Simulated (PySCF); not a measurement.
Compound: NiCl2 (triplet state).
Bonds: Ni1–Cl2, Ni1–Cl3.

Method: PBE0-D3(BJ)/def2-SVP geometry optimisation, gas phase in PySCF; unrestricted, density fitting, grid level 1; the optimiser is geomeTRIC in internal coordinates, started from a GFN2-xTB structure with every atom displaced at random (about 0.03 Å).

At the end of the run (lengths in Å): Ni1–Cl2 2.076, Ni1–Cl3 2.076, Cl2–Ni1–Cl3 179.9°.

Question: These geometries were met on the way; a selection of coordinates is given. Order them by energy above the end point, lowest first.
A. Ni1–Cl2 1.918, Ni1–Cl3 1.979, Cl2–Ni1–Cl3 173.0°
B. Ni1–Cl2 2.055, Ni1–Cl3 2.069, Cl2–Ni1–Cl3 174.7°
C. Ni1–Cl2 2.000, Ni1–Cl3 2.034, Cl2–Ni1–Cl3 173.7°

Answer: B (0.007 eV), C (0.072 eV), A (0.351 eV).

```json
{"step": "2", "E above end (eV)": "0.007", "rms distance from the end, all atoms (Å)": "0.046", "largest force (eV/Å)": "0.370", "rms shift of all bonds from the end (Å)": "0.016"}
{"step": "1", "E above end (eV)": "0.072", "rms distance from the end, all atoms (Å)": "0.073", "largest force (eV/Å)": "1.465", "rms shift of all bonds from the end (Å)": "0.061"}
{"step": "0", "E above end (eV)": "0.351", "rms distance from the end, all atoms (Å)": "0.122", "largest force (eV/Å)": "3.653", "rms shift of all bonds from the end (Å)": "0.131"}
```

Rows stand in the order of the answer.
